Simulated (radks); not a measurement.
Results of a calculation; reference values are marked as such.
Effect of the nuclear size on the fluorine ion F+, [He] 2s2 2p4. Level of theory: Dirac Kohn-Sham, relativistic LDA (MacDonald-Vosko exchange, VWN5 correlation), spin-unpolarised, spherical densities, finite nucleus; open shells are shared between the two j in proportion to 2j + 1; Fermi nuclear charge, rms radius 2.8976 fm (a radial shooting solver on a logarithmic mesh with Libxc functionals). The rms radius is varied about that value; shifts are against it.

rms radius (fm)  total energy shift (eV)  density at nucleus (e/bohr^3)  1s1/2 shift (meV)
2.3934                         -0.000225                          460.9             -0.090
2.6165                         -0.000131                          460.7             -0.052
2.8976                                 0                          460.4              0.000
3.112                           0.000109                          460.2              0.044
3.396                           0.000264                            460              0.106

Slopes of the eigenvalues against <r^2> in GHz/fm^2, as finite differences over the two radii next to the reference (eigenvalue slopes, not the field-shift constants of lines): 1s1/2 8.17.
